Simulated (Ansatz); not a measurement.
Mulliken charges of Cl$_{3}$GeHS, SMILES `[SH][Ge]([Cl])([Cl])[Cl]` from r2SCAN/def2-TZVPP in Ansatz (PBE0-D4/def2-TZVP geometry).

```tsv
atom	x (Å)	y (Å)	z (Å)	charge (e)
S1	-1.043	0.606	1.367	-0.230
Ge2	0.339	-0.255	-0.094	0.865
Cl3	1.723	-1.452	0.982	-0.252
Cl4	-0.655	-1.467	-1.536	-0.254
Cl5	1.403	1.237	-1.179	-0.254
H6	-1.724	1.268	0.414	0.126
```

Task: By hand: the dipole of these point charges (1 e Å = 4.8032 D).

Result: Σ q r = (-0.308, 0.224, 0.099) e Å, of length 0.393 e Å = 1.89 D.

Task: How does the dipole of the full density compare? (An estimate is asked.)

Result: Computed: (-0.236, 0.176, 0.048) e Å, 1.43 D; the point charges give 1.32 times that, at 5° from its direction.

Point charges leave out the atoms' own dipoles, such as those of lone pairs, and Mulliken's split depends on the basis, so the two needn't agree.
